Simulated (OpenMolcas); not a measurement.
## C8H8O2 (methyl benzoate): the vertical energy of the triplet above the singlet from total energies

The species is C8H8O2 (18 atoms), meant as a singlet with charge 0. As SMILES, `COC(=O)c1ccccc1`. The shape is that of a GFN2-xTB optimisation. This is one conformer, not always the lowest.

Both states at this one shape; open shells run unrestricted unless said. 1 Eh = 27.2114 eV.

```tsv
level	program	singlet C8H8O2 (Eh)	triplet C8H8O2 (Eh)
HF/ANO-XS-VDZ (DKH2)	OpenMolcas	-457.374849	-457.251783
HF/ANO-XS-VDZP (DKH2, RICD fitting)	OpenMolcas	-457.578527	-457.460530
```

Question: Work out the vertical gap, second state less first, at each level.

Answer: 
1. HF/ANO-XS-VDZ (DKH2): -457.251783 − (-457.374849) = 0.123066 Eh = 3.35 eV.
2. HF/ANO-XS-VDZP (DKH2, RICD fitting): -457.460530 − (-457.578527) = 0.117997 Eh = 3.21 eV.

No measured value is set beside it here; the levels span 3.21 to 3.35 eV. The second state is spin-contaminated at HF/ANO-XS-VDZ (DKH2) (⟨S²⟩ = 2.37). The second state is spin-contaminated at HF/ANO-XS-VDZP (DKH2, RICD fitting) (⟨S²⟩ = 2.33).
